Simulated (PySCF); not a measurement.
PySCF input (M06-L/def2-TZVPD):

```python
from pyscf import gto, scf, dft

mol = gto.M(
    atom='''
    Sn    0.01039522    0.00251380    0.47326224
    Cl    1.25327941    1.52348784   -0.73194987
    Cl   -1.28385359   -1.53088138   -0.65999790
    ''',
    basis='def2-tzvpd',
    ecp='def2-tzvp',
    charge=1,
    spin=1,
    verbose=4,
)

mf = dft.UKS(mol, xc='m06l').density_fit(auxbasis='def2-universal-jkfit')
mf.grids.level = 4
mf.conv_tol = 1e-9
mf.max_cycle = 100
mf.max_memory = 1500
mf.kernel()
if not mf.converged:
    mf = mf.newton()
    mf.kernel(mf.make_rdm1())
for _ in range(2):
    mo, _, stable, _ = mf.stability(return_status=True)
    if stable:
        break
    mf.kernel(mf.make_rdm1(mo, mf.mo_occ))
mf.analyze()
```

Output:

```
ECP def2-tzvp not found for  Cl
PySCF version 2.14.0

[INPUT] verbose = 4
[INPUT] num. atoms = 3
[INPUT] num. electrons = 55
[INPUT] charge = 1
[INPUT] spin (= nelec alpha-beta = 2S) = 1
[INPUT] symmetry False subgroup None
[INPUT] Mole.unit = angstrom
[INPUT] Symbol           X                Y                Z      unit          X                Y                Z       unit  Magmom
[INPUT]  1 Sn     0.010395220000   0.002513800000   0.473262240000 AA    0.019644118805   0.004750393532   0.894336018698 Bohr   0.0
[INPUT]  2 Cl     1.253279410000   1.523487840000  -0.731949870000 AA    2.368354842456   2.878974771705  -1.383184791211 Bohr   0.0
[INPUT]  3 Cl    -1.283853590000  -1.530881380000  -0.659997900000 AA   -2.426131669140  -2.892946537396  -1.247215273788 Bohr   0.0

nuclear repulsion = 210.271714159636
number of shells = 50
number of NR pGTOs = 241
number of NR cGTOs = 148
basis = def2-tzvpd
ecp = def2-tzvp

******** <class 'pyscf.df.df_jk.DFUKS'> ********
method = DFUKS
initial guess = minao
damping factor = 0
level_shift factor = 0
DIIS = <class 'pyscf.scf.diis.CDIIS'>
diis_start_cycle = 1
diis_space = 8
diis_damp = 0
SCF conv_tol = 1e-09
SCF conv_tol_grad = None
SCF max_cycles = 100
direct_scf = False
number electrons alpha = 28  beta = 27
XC library pyscf.dft.libxc version 7.1.2
    S. Lehtola, C. Steigemann, M. J. T. Oliveira, and M. A. L. Marques,  SoftwareX 7, 1–5 (2018)
XC functionals = m06l
    Y. Zhao and D. G. Truhlar,  J. Chem. Phys. 125, 194101 (2006)
    Y. Zhao and D. G. Truhlar,  J. Chem. Phys. 125, 194101 (2006)
    Y. Zhao and D. G. Truhlar,  Theor. Chem. Acc. 120, 215 (2008)
radial grids:
    Treutler-Ahlrichs [JCP 102, 346 (1995); DOI:10.1063/1.469408] (M4) radial grids

becke partition: Becke, JCP 88, 2547 (1988); DOI:10.1063/1.454033
pruning grids: <function nwchem_prune>
grids dens level: 4
symmetrized grids: False
atomic radii adjust function: <function treutler_atomic_radii_adjust>
small_rho_cutoff = 0
Set gradient conv threshold to 3.16228e-05
tot grids = 89512
init E= -1098.42875260081
  alpha nocc = 28  HOMO = -0.630607367345507  LUMO = -0.566590812698903
  beta  nocc = 27  HOMO = -0.632946912670921  LUMO = -0.630607367345511

WARN: HOMO -0.630607367345507 >= LUMO -0.630607367345511

cycle= 1 E= -1132.84876374445  delta_E= -34.4  |g|= 2.06  |ddm|= 21.5
[...]
  beta  nocc = 27  HOMO = -0.509165971180599  LUMO = -0.457123372859518
  HOMO = -0.485064318597  LUMO = -0.45712337286  gap/eV = 0.76031
Extra cycle  E= -1134.63706523757  delta_E= 5e-11  |g|= 1.51e-05  |ddm|= 3.01e-05
converged SCF energy = -1134.63706523757  <S^2> = 0.75279687  2S+1 = 2.0027949
uhf_internal: lowest eigs of H = [0.66281629 0.68808026 0.70225349]
<class 'pyscf.df.df_jk.DFUKS'> wavefunction is stable in the internal stability analysis
**** SCF Summaries ****
Total Energy =                       -1134.637065237565821
Nuclear Repulsion Energy =             210.271714159635508
One-electron Energy =                -2054.060375654677046
Two-electron Energy =                  709.151596257475944
Two-electron Coulomb Energy =          783.699269847288519
DFT Exchange-Correlation Energy =      -74.547673589812547
HOMO-LUMO gap [eV] =                     0.760311860215148
**** MO energy ****
                             alpha | beta                alpha | beta
MO #1   energy= -101.408602751217  | -101.405821670083  occ= 1 | 1
MO #2   energy= -101.408598331637  | -101.405816935187  occ= 1 | 1
MO #3   energy= -9.63615497620315  | -9.63475277191685  occ= 1 | 1
MO #4   energy= -9.63615227137489  | -9.63474960515862  occ= 1 | 1
MO #5   energy= -7.34568845852329  | -7.34020454096962  occ= 1 | 1
MO #6   energy= -7.34568825479606  | -7.34020345916896  occ= 1 | 1
MO #7   energy= -7.3361952637715   | -7.33445126164269  occ= 1 | 1
MO #8   energy= -7.3361917245802   | -7.33444740277553  occ= 1 | 1
MO #9   energy= -7.33597078259118  | -7.33388316381441  occ= 1 | 1
MO #10  energy= -7.33596680064632  | -7.33387851655613  occ= 1 | 1
MO #11  energy= -5.31039523272366  | -5.30875985652337  occ= 1 | 1
MO #12  energy= -3.66813740827076  | -3.66635565222922  occ= 1 | 1
MO #13  energy= -3.66226391223116  | -3.66028471104114  occ= 1 | 1
MO #14  energy= -3.65899873089078  | -3.65704985689799  occ= 1 | 1
MO #15  energy= -1.27035583772827  | -1.26701155212152  occ= 1 | 1
MO #16  energy= -1.26789649530025  | -1.26364653789756  occ= 1 | 1
MO #17  energy= -1.26638616297617  | -1.26217742465045  occ= 1 | 1
MO #18  energy= -1.26536638446991  | -1.26198155738544  occ= 1 | 1
MO #19  energy= -1.26305768766443  | -1.25929203193105  occ= 1 | 1
MO #20  energy= -1.01509911995711  | -0.999545418034697 occ= 1 | 1
MO #21  energy= -1.00428989052284  | -0.987650568901065 occ= 1 | 1
MO #22  energy= -0.692449766523816 | -0.679023228350914 occ= 1 | 1
MO #23  energy= -0.592992027192239 | -0.574283707179653 occ= 1 | 1
MO #24  energy= -0.537463125263072 | -0.528992192047518 occ= 1 | 1
MO #25  energy= -0.536570692895298 | -0.527040740556729 occ= 1 | 1
MO #26  energy= -0.521926038145137 | -0.513708499429415 occ= 1 | 1
MO #27  energy= -0.518652958665083 | -0.509165971180599 occ= 1 | 1
MO #28  energy= -0.485064318596582 | -0.457123372859518 occ= 1 | 0
MO #29  energy= -0.3473058950265   | -0.338544645059074 occ= 0 | 0
MO #30  energy= -0.271449812758414 | -0.262582961821897 occ= 0 | 0
MO #31  energy= -0.222632336361465 | -0.210115798191384 occ= 0 | 0
MO #32  energy= -0.138988305420762 | -0.132899280809398 occ= 0 | 0
MO #33  energy= -0.100065587454688 | -0.0932635151114435 occ= 0 | 0
MO #34  energy= -0.0972959291306859 | -0.0899184927889967 occ= 0 | 0
MO #35  energy= -0.0916587488529073 | -0.0822793516825375 occ= 0 | 0
MO #36  energy= -0.0872132097851979 | -0.0812586268832565 occ= 0 | 0
MO #37  energy= -0.0851355833002957 | -0.0793522109236512 occ= 0 | 0
MO #38  energy= -0.0742137819123069 | -0.0732502778067958 occ= 0 | 0
MO #39  energy= -0.0716384572161218 | -0.0635854898636172 occ= 0 | 0
MO #40  energy= -0.0697263308011456 | -0.0607374665073225 occ= 0 | 0
MO #41  energy= -0.0504861023412015 | -0.047299273490614 occ= 0 | 0
MO #42  energy= -0.0427012112717486 | -0.0316161460171369 occ= 0 | 0
MO #43  energy= -0.031025342883936 | -0.0276144073822376 occ= 0 | 0
MO #44  energy= -0.0255781894042708 | -0.0147246515112539 occ= 0 | 0
MO #45  energy= -0.0151468591656203 | -0.00124104503759814 occ= 0 | 0
MO #46  energy= -0.00811659141546628 | 0.00411229994472312 occ= 0 | 0
MO #47  energy= 0.0215513105108738 | 0.0260191772570453 occ= 0 | 0
MO #48  energy= 0.0226007498466838 | 0.0319503152940629 occ= 0 | 0
MO #49  energy= 0.0255895428514364 | 0.0324337041051605 occ= 0 | 0
MO #50  energy= 0.0315378509177023 | 0.0454922966110364 occ= 0 | 0
MO #51  energy= 0.0404334960832388 | 0.0495780054349625 occ= 0 | 0
MO #52  energy= 0.0557084733786489 | 0.0585633485860432 occ= 0 | 0
MO #53  energy= 0.0561859014821729 | 0.0668961924932548 occ= 0 | 0
MO #54  energy= 0.0615956878406778 | 0.0715847605500761 occ= 0 | 0
MO #55  energy= 0.074840032544273  | 0.0801753508934744 occ= 0 | 0
MO #56  energy= 0.0886829512980731 | 0.0948076799910686 occ= 0 | 0
MO #57  energy= 0.105736190558274  | 0.109384371316593  occ= 0 | 0
MO #58  energy= 0.131106007916391  | 0.137309772393945  occ= 0 | 0
MO #59  energy= 0.137862128697388  | 0.143569416398515  occ= 0 | 0
MO #60  energy= 0.139157264763595  | 0.149679843448838  occ= 0 | 0
MO #61  energy= 0.169742270366752  | 0.174718058332575  occ= 0 | 0
MO #62  energy= 0.190426740134474  | 0.194190508052956  occ= 0 | 0
MO #63  energy= 0.193374308400265  | 0.208947053987872  occ= 0 | 0
MO #64  energy= 0.22517078504134   | 0.229645171174785  occ= 0 | 0
MO #65  energy= 0.30774714043547   | 0.310949477138747  occ= 0 | 0
MO #66  energy= 0.30900363553428   | 0.312518087093627  occ= 0 | 0
MO #67  energy= 0.319227456873729  | 0.322694596096511  occ= 0 | 0
MO #68  energy= 0.342381560964446  | 0.354792065778157  occ= 0 | 0
MO #69  energy= 0.349216985495952  | 0.355887293511831  occ= 0 | 0
MO #70  energy= 0.371110723563412  | 0.376691059865171  occ= 0 | 0
MO #71  energy= 0.381113730693025  | 0.387371914945789  occ= 0 | 0
MO #72  energy= 0.391889135052588  | 0.395928759167322  occ= 0 | 0
MO #73  energy= 0.392528626333571  | 0.399222468448891  occ= 0 | 0
MO #74  energy= 0.397765793228577  | 0.402670919426584  occ= 0 | 0
MO #75  energy= 0.412070562882401  | 0.42168603181819   occ= 0 | 0
MO #76  energy= 0.421935355135707  | 0.429126274240134  occ= 0 | 0
MO #77  energy= 0.424211929257361  | 0.431798445269401  occ= 0 | 0
MO #78  energy= 0.443887796651264  | 0.448763943760526  occ= 0 | 0
MO #79  energy= 0.496233866687913  | 0.509692433892158  occ= 0 | 0
MO #80  energy= 0.501763715012196  | 0.515876702262491  occ= 0 | 0
MO #81  energy= 0.512335138422142  | 0.530307861469176  occ= 0 | 0
MO #82  energy= 0.546505691373875  | 0.560689006835567  occ= 0 | 0
MO #83  energy= 0.558575577133695  | 0.574635687200785  occ= 0 | 0
MO #84  energy= 0.591295738211192  | 0.606531466721945  occ= 0 | 0
MO #85  energy= 0.594918500755838  | 0.610224634055219  occ= 0 | 0
MO #86  energy= 0.664426894332731  | 0.673088738581273  occ= 0 | 0
MO #87  energy= 0.674100839695173  | 0.682672845253428  occ= 0 | 0
MO #88  energy= 0.700998787729215  | 0.711856512505744  occ= 0 | 0
MO #89  energy= 0.732691249847651  | 0.743713067905861  occ= 0 | 0
MO #90  energy= 0.805261500971373  | 0.821314044154689  occ= 0 | 0
MO #91  energy= 0.909500783956567  | 0.916347808424936  occ= 0 | 0
MO #92  energy= 0.926335361412963  | 0.94016484150081   occ= 0 | 0
MO #93  energy= 0.939276942333351  | 0.953443099159635  occ= 0 | 0
MO #94  energy= 0.970152108670354  | 0.979809664175137  occ= 0 | 0
MO #95  energy= 0.972425714527458  | 0.984583315531372  occ= 0 | 0
MO #96  energy= 1.1395167630853    | 1.1452754854972    occ= 0 | 0
MO #97  energy= 1.2270896056406    | 1.23659160609228   occ= 0 | 0
MO #98  energy= 1.74484137097247   | 1.74943307483305   occ= 0 | 0
MO #99  energy= 1.75223140803758   | 1.75625051720728   occ= 0 | 0
MO #100 energy= 1.75307587867659   | 1.75942775002809   occ= 0 | 0
MO #101 energy= 1.7591148667142    | 1.76286506561078   occ= 0 | 0
MO #102 energy= 1.79244943591474   | 1.80706738980308   occ= 0 | 0
MO #103 energy= 1.79441911435734   | 1.80798388547781   occ= 0 | 0
MO #104 energy= 1.79717298534887   | 1.81370566231724   occ= 0 | 0
[...]
```
